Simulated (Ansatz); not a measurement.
`C[Si]O` + dimethylamine → `C[Si]N(C)C` + H₂O at 700 K and 1 bar (ligand exchange at the Si–O bond).

Calculated with Ansatz (gas phase, PBE0-D4/def2-TZVP geometries, no zero-point term in ΔE). CBS: MP2 limit from def2 TZ/QZ plus the TZ coupled-cluster correction, frozen cores. This one scheme is used for every species. One conformer a species, not always the lowest.

| species | CCSD(T)/CBS energy (Eh) | H − E (kJ/mol) | S (J/(mol·K)) |
| --- | --- | --- | --- |
| `C[Si]O` | -404.71755 | 182.1 | 367.0 |
| `CNC` | -135.00321 | 296.9 | 352.4 |
| `C[Si]N(C)C` | -463.33839 | 400.1 | 478.7 |
| H₂O | -76.37941 | 80.5 | 218.4 |

H − E and S are ideal-gas, rigid-rotor, harmonic terms from PBE0-D4/def2-TZVP, for one conformer and one mirror image of each species. 1 Eh = 2625.50 kJ/mol, R = 8.31446 J/(mol·K).

Q: By hand: ΔE, ΔH, ΔS and ΔG.

A: ΔE = (-463.33839) + (-76.37941) − (-404.71755) − (-135.00321) = 0.00296 Eh = 7.8 kJ/mol. Δ(H − E) = 400.1 + 80.5 − 182.1 − 296.9 = 1.6, so ΔH = 9.4 kJ/mol. ΔS = 478.7 + 218.4 − 367.0 − 352.4 = -22.3 J/(mol·K). ΔG = 9.4 − 700 × (-22.3)/1000 = 25.0 kJ/mol.

Q: By hand: the equilibrium constant, and the temperature at which ΔG would vanish if ΔH and ΔS stayed fixed.

A: log₁₀ K = −ΔG/(RT ln 10) = -1.9. ΔH and −TΔS have one sign here, so there is no such temperature.

TΔS isn't small against ΔH here. A doubt of 5 kJ/mol in ΔE shifts log₁₀ K by 0.4 here. Other conformers and mirror images would add mixing entropy, several J/(mol·K) or more a flexible species. These are equilibria of isolated gas molecules and say nothing of rates. Largest T1 diagnostic: 0.014 (customary marks: 0.02 for closed shells, 0.045 for open ones).
